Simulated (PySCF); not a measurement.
Spin states of TeH⁺

Unrestricted PBE0; Te aug-cc-pVDZ-PP with ECP28, H aug-cc-pVDZ; scalar-relativistic core potentials (PySCF 2.14). Outer shells of the fragments: Te+ 4d10 5s2 5p3; H 1s1.

Followed along the bond (rough minima from three points):

```json
{"2Ms+1": "3", "unpaired": "π ↑↑", "⟨S²⟩ at the start": "2.01", "R at minimum (Å)": "1.68", "Te (eV)": "0.00"}
{"2Ms+1": "1", "unpaired": "π ↑↓", "⟨S²⟩ at the start": "1.01", "R at minimum (Å)": "1.68", "Te (eV)": "0.41"}
{"2Ms+1": "1", "unpaired": "none", "⟨S²⟩ at the start": "0.00", "R at minimum (Å)": "1.68", "Te (eV)": "1.58"}
{"2Ms+1": "5", "unpaired": "σ ↑↑, π ↑↑", "⟨S²⟩ at the start": "6.00", "R at minimum (Å)": "none in the scan", "Te (eV)": "≤ 5.16"}
```

Solutions found at the starting distance of 1.740 Å, counted from the lowest of them; the search is not exhaustive and high or unbound solutions are not listed, so other states can lie among these:

| 2Ms+1 | unpaired | term | E (eV) | ⟨S²⟩ | ⟨Lz²⟩ | μ (D) |
| --- | --- | --- | --- | --- | --- | --- |
| 3 | π ↑↑ | ³Σ⁻ | 0.00 | 2.01 | 0.00 | 0.79 |
| 1 | π ↑↓ | mixed | 0.41 | 1.01 | 2.01 | 0.80 |
| 1 | none | mixed | 1.58 | 0.00 | 2.00 | 0.80 |
| 3 | σ ↑, π ↑ | ³Π | 3.61 | 2.01 | 1.00 | 1.64 |
| 1 | σ ↓, π ↑ | mixed | 3.87 | 1.01 | 1.00 | 1.67 |
| 5 | σ ↑↑, π ↑↑ | ⁵Σ⁻ | 6.02 | 6.00 | 0.00 | 0.55 |
| 3 | σ ↑, π ↑ | ³Π | 6.19 | 2.01 | 1.00 | -0.36 |
| 1 | σ ↓, π ↑ | mixed | 6.40 | 1.01 | 1.01 | -0.31 |
| 3 | σ ↑↑, π ↑↓ | mixed | 6.97 | 3.01 | 2.02 | 0.59 |
| 1 | σ ↓↓, π ↑↑ | mixed | 7.13 | 2.00 | 0.00 | 0.60 |

A term symbol is given only where ⟨S²⟩ and ⟨Lz²⟩ are close to those of a pure state; real π, δ and φ orbitals otherwise mix terms. A positive dipole points towards H; it is taken about the centre of mass and depends on that origin.

Spin–orbit coupling is left out. Counting both spins, an empty level lies below a filled one in some of these solutions, because spin and occupation are held.
